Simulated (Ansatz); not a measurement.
Ideal-gas functions of CH₄BNSTe, SMILES `C=NB(S)[TeH]` at 298.15 K and 1 bar, from an Ansatz frequency run at PBE0-D4/def2-TZVP.

Molar mass 200.53 g/mol, point group C1 (symmetry number 1), electronic degeneracy 1, moments of inertia 181.014, 423.345, 598.018 u Å². Harmonic wavenumbers (cm⁻¹, unscaled): 92, 111, 152, 153, 283, 315, 396, 427, 555, 603, 804, 930, 1088, 1185, 1196, 1537, 1898, 2159, 2718, 3022, 3104.

Use S(trans) = R[1.5 ln M + 2.5 ln T − 1.1517]; rotational temperatures θ = 24.2544 K / I; S(rot) = R[ln(√π/σ · √(T³/θAθBθC)) + 1.5]; for each mode x = 1.438777 ν̃/T, S = R[x/(eˣ − 1) − ln(1 − e⁻ˣ)] and H = RT x/(eˣ − 1); 1 cm⁻¹ = 0.0119627 kJ/mol; R = 8.31446 J/(mol·K).

Question: By hand: the entropy, in J/(mol·K).

Answer: Translation 175.0. Rotation: θ = 0.134, 0.0573, 0.0406 K, giving 121.9. Vibration, mode by mode: 15.13, 13.60, 11.08, 11.02, 6.34, 5.59, 4.09, 3.63, 2.23, 1.86, 0.85, 0.52, 0.27, 0.18, 0.18, 0.04, 0.01, 0.00, 0.00, 0.00, 0.00, in all 76.6. Electronic 0.0. Sum 373.5 J/(mol·K).

Question: By hand: H − E and G − E in kJ/mol, counted from the electronic energy.

Answer: Zero-point energy ½ × 22728 × 0.0119627 = 135.9; thermal vibration 12.4; translation, rotation and pV give 4 RT = 9.9. H − E = 158.2 kJ/mol, and G − E = 158.2 − 298.15 × 373.5/1000 = 46.8 kJ/mol.

Vibration gives 21 % of the entropy, 28.7 J/(mol·K) of it from the modes under 150 cm⁻¹: soft modes count most, and the harmonic formula is weakest for them. The sum counts one conformer and one mirror image; others add a mixing term.
